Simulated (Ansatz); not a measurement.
Basis-set extrapolation for `C=C=C([SiH3])Cl` (PBE0-D4/def2-TZVP geometry, frozen core, the Gaussian-basis code of Ansatz). Multiplicity 1, RHF reference.

|  | def2-TZVPP | def2-QZVPP |
| --- | --- | --- |
| HF | -864.945765 | -864.972440 |
| MP2 correlation | -0.781102 | -0.839522 |
| CCSD(T) correlation | -0.872831 | not run |

Energies in hartree. Use E(X) = E(∞) + A·exp(−7.88·√X) for Hartree–Fock and E(X) = E(∞) + B·X^(−2.97) for correlation, with X = 3 and 4, and add CCSD(T) minus MP2 of the smaller set to the MP2 limit.

Problem. What is the CCSD(T) energy at the basis-set limit?

Solution. HF limit: -864.972440 + (-0.026675) × 0.13774 = -864.97611. MP2 limit: -0.839522 + (-0.058420) × 0.74074 = -0.88280. Higher-order term: -0.872831 − (-0.781102) = -0.09173. Total: -865.95064 hartree, 82.9 kcal/mol below CCSD(T)/def2-TZVPP.
